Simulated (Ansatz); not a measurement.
Consider the ligand exchange at a Te–Al bond: `C[CH2][AlH][TeH]` + PH₃ → `P[TeH]` + `C[CH2][AlH2]`.

Gas-phase electronic energies from Ansatz, PBE0-D4/def2-TZVP geometries. CCSD(T)/CBS is the MP2 limit (def2-TZVPP, def2-QZVPP) plus CCSD(T) − MP2 in def2-TZVPP, frozen cores. This one scheme is used for every species. Functionals use def2-TZVPP. Elements past krypton have def2 core potentials. For Te outer-core shells are correlated without core-valence functions, which leaves a few kJ/mol of doubt a bond. One conformer a species, not always the lowest.

```tsv
level	ΔE (kJ/mol)
PBE-D4	99.3
ωB97M-V	101.9
B2PLYP	101.2
MP2/def2-TZVPP	110.2
CCSD/def2-TZVPP	108.0
CCSD(T)/def2-TZVPP	108.5
HF/def2-QZVPP	100.3
SCS-MP2/def2-QZVPP	103.4
```

Task: What does CCSD(T)/CBS give? (Best estimate.)

Result: Computed: +105.2 kJ/mol. The listed levels differ from it by -5.9, -3.3, -4.0, 5.0, 2.8, 3.3, -4.9, -1.8 kJ/mol.

Largest T1 diagnostic among the species: 0.013.

In def2-TZVPP, CCSD(T) changes the Hartree–Fock value by +6.4 kJ/mol (the triples alone add +0.5 kJ/mol) and MP2 by +8.1 kJ/mol. From PBE to PBE0 (25 % exact exchange), in def2-TZVPP and without D4, ΔE moves by +3.5 kJ/mol.
